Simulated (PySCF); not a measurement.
This script is equivalent to a calculation on Zn²⁺ (zinc, charge +2).

```python
from pyscf import gto, scf, dft, mp, cc
import basis_set_exchange as bse
mol = gto.M(atom="Zn 0 0 0", charge=2, spin=0, symmetry="D2h",
            basis=gto.basis.parse(bse.get_basis("ANO-RCC-VTZP", elements=["Zn"], fmt="nwchem")),
            nucmod="G")
mf = dft.UKS(mol, xc="M06L").sfx2c1e()
mf.irrep_nelec = {'Ag': (5, 5), 'B1g': (1, 1), 'B2g': (1, 1), 'B3g': (1, 1), 'B1u': (2, 2), 'B2u': (2, 2), 'B3u': (2, 2)}
mf.kernel()
```

Q: What total energy does it give?

A: -1794.839 hartree (calculated).

Q: Which occupied shell lies highest, and where?

A: 3d, at -30.745 eV.
